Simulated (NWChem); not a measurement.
Correlation energy of As (-1)

SMILES: [As-]
```xyz
1

As     0.0000     0.0000     0.0000
```
Charge -1, spin multiplicity 3.

The numbers come from NWChem runs, not from measurements.

Basis set: def2-SVPD. Each correlation energy counts from its own Hartree-Fock reference.

The Hamiltonian is non-relativistic. The correlated methods keep 9 core orbitals frozen. The stability of the SCF solutions was not checked. Open-shell Hartree-Fock references start from PBE0 orbitals. Coupled-cluster values serve here as a point of comparison, not as the truth.

### Question
One of these methods gave a correlation energy of -198.3 mHa. Which?
A. CCSD[T] on UHF
B. SCS-UMP2
C. CCSD on UHF
D. UMP2

### Answer
D, UMP2. The others give -181.5 (SCS-UMP2), -205.0 (CCSD on UHF), -210.2 (CCSD[T] on UHF).
